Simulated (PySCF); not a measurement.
Isomers of C3H12BPSi, from PBE0-D3(BJ)/def2-SVP geometry optimisation, gas phase (PySCF 2.14.0). One conformer each, no zero-point energy, no frequencies.

Task: Which is lower in electronic energy at this level?
A. `[CH3:1][CH2:2][B:3]([CH3:4])[PH:5][SiH3:6]` with C1–C2–B3–C4 16°, C2–B3–P5–Si6 -124°: A = 3939, B = 1040, C = 945.9 MHz, dipole 1.32 D
B. `[CH3:1][CH:2]([CH3:3])[BH:4][PH:5][SiH3:6]` with C1–C2–B4–P5 129°, C2–B4–P5–Si6 48°: A = 3360, B = 1177, C = 975.5 MHz, dipole 0.87 D

Result: A. That is `CCB(C)P[SiH3]`, 12.6 kcal/mol below the other.

```json
{"SMILES": "CCB(C)P[SiH3]", "mapped SMILES": "[CH3:1][CH2:2][B:3]([CH3:4])[PH:5][SiH3:6]", "E (Eh)": "-776.52636", "relative (kcal/mol)": "0.0", "relative (kJ/mol)": "0.0", "dipole (D)": "1.32"}
{"SMILES": "CC(C)BP[SiH3]", "mapped SMILES": "[CH3:1][CH:2]([CH3:3])[BH:4][PH:5][SiH3:6]", "E (Eh)": "-776.50635", "relative (kcal/mol)": "12.6", "relative (kJ/mol)": "52.5", "dipole (D)": "0.87"}
```
